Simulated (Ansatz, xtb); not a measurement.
**C5H7FN2O: which of two isomers lies lower**

We compare I, `Cc1nc(CCF)no1`, a singlet, with II, `O[C@H](CF)n1cccn1`, a singlet. Both are isolated molecules in the gas phase, relaxed with B3LYP-D3(BJ)/def2-SVP, each in the lowest conformer that the search found.

Quicker runs give these differences E(II) − E(I): GFN2-xTB −10.6 kJ/mol; HF/STO-3G +111.6 kJ/mol (at GFN2-xTB geometries); r2SCAN-D4/def2-SVP −15.3 kJ/mol (at GFN2-xTB geometries).

**Question.** Which of the two would you expect CCSD(T)/def2-SVP + ΔMP2/def2-TZVPP electronic energies to favour?

**Answer.** Structure II; the calculation gives E(II) − E(I) = −10.1 kJ/mol.

How the difference moves with the method:

```tsv
level	geometry	E(II) − E(I) (kJ/mol)	departure from the last row (kJ/mol)	job, with rough time for the two
GFN2-xTB	GFN2-xTB	−10.6	−0.6	optimisation, 0.61 s
HF/STO-3G	GFN2-xTB	+111.6	+121.7	single point, 0.66 s
r2SCAN-D4/def2-SVP	GFN2-xTB	−15.3	−5.3	single point, 5.5 s
B3LYP-D3(BJ)/def2-SVP	B3LYP-D3(BJ)/def2-SVP	−19.4	−9.4	optimisation, 77 s
HF/def2-SVP	B3LYP-D3(BJ)/def2-SVP	−11.7	−1.7	part of the CCSD(T) run
MP2/def2-SVP	B3LYP-D3(BJ)/def2-SVP	−27.2	−17.1	part of the CCSD(T) run
CCSD(T)/def2-SVP	B3LYP-D3(BJ)/def2-SVP	−9.4	+0.7	single point
CCSD(T)/def2-SVP + ΔMP2/def2-TZVPP	B3LYP-D3(BJ)/def2-SVP	−10.1		single point, 3.4 min
```

As drawn, II has 1 C–O, 1 C–N, 2 C∷C, 1 N∷N, 1 O–H in place of 2 C–C, 1 C∷N, 1 N∷O, 1 C∷O, 1 C–H (∷ is an aromatic bond).

HF/STO-3G puts the two in the other order. The largest departure from CCSD(T)/def2-SVP + ΔMP2/def2-TZVPP is that of HF/STO-3G, 121.7 kJ/mol. The last row adds to CCSD(T) the change of the MP2 difference between the two basis sets, here −0.7 kJ/mol.

With thermal terms from frequencies at re-optimised GFN2-xTB minima (ideal gas, soft modes damped towards free rotors, one conformer each, 298.15 K, 1 atm): the zero-point term adds +0.1 kJ/mol; ΔH is −11.4 and ΔG −7.2 kJ/mol.

The correlated steps freeze 9 core orbitals. Mirror images aren't counted in ΔG. Codes used: Ansatz 0.2.0, xtb 6.7.1; the last row on 4 threads of Arm Neoverse V1 on a shared host.
